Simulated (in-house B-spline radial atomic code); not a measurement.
The titanium ion Ti³⁺: [Ar] 3d1

Level of theory: Dirac-Hartree-Fock, average of configuration, Fermi nucleus of rms radius 3.5921 fm; calculated with a B-spline radial code for spherical atoms.

Effective charges: Z_r = [3n² - l(l+1)]/(2<r>) from the radius, Z_e = n√(-2ε) from the energy, and Slater's rules. Values are occupation-weighted means over j.

```
shell  electrons   ε (eV)  <r> (bohr)    Z_r    Z_e  Slater
   1s          2  -5053.5     0.06953  21.57  19.27   21.70
   2s          2  -623.63      0.3222  18.62  13.54   17.85
   2p          6  -519.26      0.2885  17.33  12.36   17.85
   3s          2  -111.64      0.9928  13.60   8.59   10.75
   3p          6  -81.054       1.061  11.79   7.32   10.75
   3d          1  -43.121       1.253   8.38   5.34    4.00
```

The least bound orbital is 3d5/2 at -43.1 eV, and it is also the most diffuse (<r> = 1.254 bohr).

Spin-orbit splittings of the orbital energies (j = l + 1/2 above j = l - 1/2 when positive): 2p 5.899 eV, 3p 0.7352 eV, 3d 0.05053 eV.

For the 1s electron the small component carries 0.621 % of the norm, the zero-frequency Breit interaction raises the level by 4.902 eV, self-energy by 2.319 eV, and vacuum polarisation lowers it by 0.1802 eV.

The density falls to 0.001 bohr⁻³ at 2.759 bohr; Σ<r²> = 12.93 bohr² gives, by the non-relativistic formula and without the paramagnetism of open shells, a Langevin diamagnetic susceptibility of -10.24×10⁻⁶ cm³/mol.
